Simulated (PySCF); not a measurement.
O2P2, SMILES o1p2op12.

Geometry: B3LYP-D3(BJ)/def2-SVP.

Computed with PBE/def2-TZVPD in PySCF.

Symmetry labels are those of the subgroup D2h that the program uses (full group D2h).

Computed valence orbital energies around the gap with their symmetry:
```csv
orbital,symmetry,energy (eV)
HOMO−7,Ag,-13.18
HOMO−6,B3g,-12.89
HOMO−5,B3u,-11.31
HOMO−4,Ag,-10.56
HOMO−3,B1g,-8.93
HOMO−2,B2u,-8.61
HOMO−1,B1u,-8.14
HOMO,B2g,-5.01
LUMO,B3u,-3.36
LUMO+1,B2u,-3.12
LUMO+2,B3g,-0.90
LUMO+3,Ag,-0.35
```
